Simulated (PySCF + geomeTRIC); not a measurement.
Species: C₄H₆OSi, SMILES `OC1=C[SiH2]C=C1` (H–O–C–C torsion 0°) (charge 0, multiplicity 1).

Task: Give a relaxed geometry from PBE0-D4/def2-TZVP (PySCF + geomeTRIC).

Result: This is not unique; one that fits is the end point of this relaxation, one of several conformers (outside a Z-matrix the atoms follow the SMILES, hydrogens last).
Cartesian coordinates (Å) in one orientation:
```xyz
12

O      2.350     0.415     0.210
C      1.041     0.115     0.086
C      0.480    -1.098    -0.079
Si    -1.339    -0.810    -0.180
C     -1.164     1.039     0.022
C      0.145     1.289     0.142
H      2.864    -0.397     0.164
H      1.058    -2.012    -0.131
H     -2.133    -1.443     0.910
H     -1.962    -1.199    -1.476
H     -1.907     1.825     0.050
H      0.589     2.272     0.274
```
